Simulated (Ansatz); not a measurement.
Computed with Ansatz on PBE0-D4/def2-TZVP structures; ΔE is electronic, products minus reactants. CCSD(T)/CBS adds triple-zeta CCSD(T) − MP2 to the extrapolated MP2 energy (def2 sets, frozen cores). This one scheme is used for every species. Functionals use def2-TZVPP. HSE06 is defined as in plane-wave codes. For Ga outer-core shells are correlated without core-valence functions, which leaves a few kJ/mol of doubt a bond. Scalar relativity is left out up to krypton. Each species was taken in one conformer, which may not be the lowest.

Consider the formal exchange of groups at a Ga–S bond: `[SH][GaH][SH]` + SiH₄ → `[SiH3][GaH][SH]` + H₂S.

CCSD(T)/CBS gives +72.9 kJ/mol.

Another level gave +67.6 kJ/mol. Which?
A. CAM-B3LYP-D4/def2-TZVPP
B. HSE06/def2-TZVPP
C. LDA (SPW92)/def2-TZVPP
D. SCS-MP2/def2-TZVPP

B. HSE06 67.6, CAM-B3LYP-D4 73.7, LDA (SPW92) 63.1, SCS-MP2/def2-TZVPP 81.3 kJ/mol.

Largest T1 diagnostic among the species: 0.014.

From BLYP to BHLYP (50 % exact exchange), in def2-TZVPP and without D4, ΔE moves by +8.8 kJ/mol. In def2-TZVPP, CCSD(T) changes the Hartree–Fock value by −12.4 kJ/mol (the triples alone add +0.0 kJ/mol) and MP2 by −4.7 kJ/mol. Leaving LDA and LC-ωPBE aside and taking each functional with its dispersion term where it has one, the values, not all of them listed here, spread over 13.5 kJ/mol, from PBE-D4 to BHLYP-D4.
